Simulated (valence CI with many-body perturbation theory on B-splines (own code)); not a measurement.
The numbers below are computed, except where a source is named.
Se⁺: magnetic and hyperfine properties of the levels

Level of theory: valence CI with perturbative core correlation (CI+MBPT): five valence electrons over a frozen Dirac-Fock core [Ar] 3d10, radial functions for each j: 9 s, 9 p, 8 d, 6 f, 3 g, 1 h, with the one-electron correlation potential Σ1 (screened to all orders), the two-electron term Σ2, the three-electron term Σ3, Breit, model QED; selected single and double excitations, second order for the rest, scaled by the run's own slope (own B-spline code, finite nucleus).

Set against measurement, 14 paired levels are off by 171 cm⁻¹ on average, the worst by 343. These come from a selection out of the NIST Handbook of Basic Atomic Spectroscopic Data. Levels without a partner in it may be off by more. Among the levels kept, up to 1500 cm⁻¹ of a level comes from second order outside the variational space, and about a tenth of that is noise between levels of different J, which matters for small intervals.

A/g_I is the dipole constant over the nuclear g factor μ/I (μ in nuclear magnetons, uniformly magnetised nucleus), B/Q the quadrupole constant per barn. Both hold the static response of the core; the bare values leave it out. Large factors of s and p1/2 electrons are usually good to 5 to 10 %; those of open d and f shells near neutrality can be off by tens of per cent, and small factors of p3/2, d and f electrons come from cancelling terms and can be off by a factor of two or in sign, in half-filled shells by more. B is blank for J = 1/2, where it vanishes, and for nearly pure S terms. Energies count from the lowest level.

Names give the largest LS component (configuration and term), which can be under half, so a name can repeat, a term be missing and a line seem to break the LS rules; names also repeat where a configuration has a term twice. Letters in brackets count levels of one name in rising energy.

```tsv
Level	E (eV)	g	A/g_I (MHz)	A/g_I bare	B/Q (MHz/b)	B/Q bare
4s2 4p3 4S°_3/2	0.000	1.996	-4.56	-99.6		
4s2 4p3 2D°_3/2	1.638	0.830	591	565	657	564
4s2 4p3 2D°_5/2	1.713	1.200	1100	985	-40.8	-33.9
4s2 4p3 2P°_1/2	2.862	0.666	3240	2970		
4s2 4p3 2P°_3/2	2.967	1.310	588	509	-666	-572
4s 4p4 4P_5/2	10.359	1.598	3220	2900	913	782
4s 4p4 4P_3/2	10.569	1.733	3220	2890	-719	-615
4s 4p4 4P_1/2	10.674	2.667	7380	6630		
4s2 4p2 5s 4P_1/2	11.796	2.572	1790	1570		
4s2 4p2 5s 4P_3/2	11.981	1.719	692	601	945	810
4s2 4p2 5s 4P_5/2	12.219	1.588	1280	1130	-1230	-1050
4s2 4p2 5s 2P_1/2	12.246	0.765	-150	-114		
4s2 4p2 5s 2P_3/2 [a]	12.409	1.148	-320	-322	-931	-803
4s2 4p2 5s 2P_3/2 [b]	12.537	1.001	-152	-156	-1240	-1070
4s 4p4 2D_5/2	12.560	1.200	2850	2590	-2030	-1740
4s2 4p2 4d 4F_3/2	12.948	0.489	220	236	-332	-299
4s2 4p2 4d 2P_3/2	12.970	1.230	173	122	-262	-228
4s2 4p2 4d 4F_5/2	13.018	1.052	175	158	-48.2	-59.5
4s2 4p2 4d 2P_1/2	13.100	0.621	428	424		
4s2 4p2 4d 4F_7/2	13.135	1.248	156	126	-232	-223
4s2 4p2 4d 4F_9/2	13.300	1.330	366	309	-1220	-1080
4s2 4p2 5s 2D_5/2	13.422	1.195	1370	1250	2110	1810
4s2 4p2 5s 2D_3/2	13.434	0.839	735	664	1530	1320
4s2 4p2 4d 2F_5/2	13.465	1.050	737	666	-60.0	-58.9
4s2 4p2 4d 4D_1/2	13.535	0.060	682	682		
4s2 4p2 4d 4D_7/2	13.544	1.324	264	215	367	303
4s2 4p2 4d 4D_3/2	13.546	1.181	376	327	-303	-258
4s2 4p2 4d 4D_5/2	13.643	1.180	467	414	-187	-165
4s2 4p2 4d 2F_7/2	13.903	1.234	316	272	73.3	49.6
4s2 4p2 5p 2S°_1/2	13.988	1.666	99.3	-14.4		
4s2 4p2 5p 4D°_1/2	14.144	0.369	239	264		
4s2 4p2 5p 4D°_3/2	14.197	1.254	185	161	263	226
4s2 4p2 5p 4D°_5/2	14.364	1.387	152	117	458	394
4s2 4p2 5p 4P°_3/2	14.453	1.489	266	205	-314	-270
4s2 4p2 5p 4P°_1/2	14.529	2.555	-591	-632		
4s2 4p2 5p 2D°_3/2	14.572	1.117	527	480	-495	-423
4s2 4p2 5p 4D°_7/2	14.578	1.421	587	503	-1080	-929
4s2 4p2 5p 4P°_5/2	14.654	1.433	708	606	-552	-477
4s2 4p2 4d 2S_1/2	14.671	2.005	6820	6200		
4s2 4p2 4d 4P_5/2	14.760	1.587	321	252	149	128
```

(1) Take the isotope of mass number 77, with I = 1/2, μ = 0.53356 μN. What is the hyperfine structure of 4s2 4p3 2D°_5/2?

Answers

(1) From the table A = 1180 MHz. Shifts from the centre of gravity in MHz: F = 2: -2060, F = 3: 1480.
